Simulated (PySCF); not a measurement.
Compound: C6H10F2.
SMILES: `CC/C(C)=C/C(F)F`

Vertical excitations from PySCF (density fitting, frozen core in the response, grid level 2 and gas phase unless stated; continuum runs use non-equilibrium linear response for the excitations) on a GFN2-xTB geometry. Reference run:

```csv
settings,"S1, eV (f)","S2, eV (f)","S3, eV (f)","S4, eV (f)","S5, eV (f)","S6, eV (f)","T1, eV (Tamm–Dancoff)",mean α (au)
"PBE0/def2-SVPD, full TDDFT, 6 singlets",6.78 (0.394),7.04 (0.005),7.33 (0.002),7.58 (0.020),7.94 (0.016),8.08 (0.004),4.14,75.6
```

**Question.** What do these settings give: B97-2/def2-SVPD, full TDDFT, 6 singlets?

**Answer.** 
```
                               settings    S1, eV (f)    S2, eV (f)    S3, eV (f)    S4, eV (f)    S5, eV (f)    S6, eV (f)  T1, eV (Tamm–Dancoff)  mean α (au)
B97-2/def2-SVPD, full TDDFT, 6 singlets  6.75 (0.393)  7.00 (0.003)  7.30 (0.002)  7.54 (0.020)  7.89 (0.014)  8.03 (0.004)                      –         75.4
```

S1 moves by -0.03 eV (B97-2 has 21 % exact exchange, PBE0 25 % exact exchange). States are counted by energy in each run and needn't keep their character from row to row.

**Question.** Which orbital pairs make up S1 in each run, and how does it sit against the orbital gap?

**Answer.** 
```tsv
settings	S1 configurations (weight)	S1 (eV)	orbital gap (eV)	S1 − gap (eV)
PBE0/def2-SVPD, full TDDFT, 6 singlets	H→L 0.95	6.78	7.23	-0.45
B97-2/def2-SVPD, full TDDFT, 6 singlets	H→L 0.95	6.75	6.93	-0.18
```

The values belong to the conformer `[CH3:1][CH2:2]/[C:3]([CH3:4])=[CH:5]/[CH:6]([F:7])[F:8]`: C1–C2–C3–C4 -69°, C3–C5–C6–F7 69°.
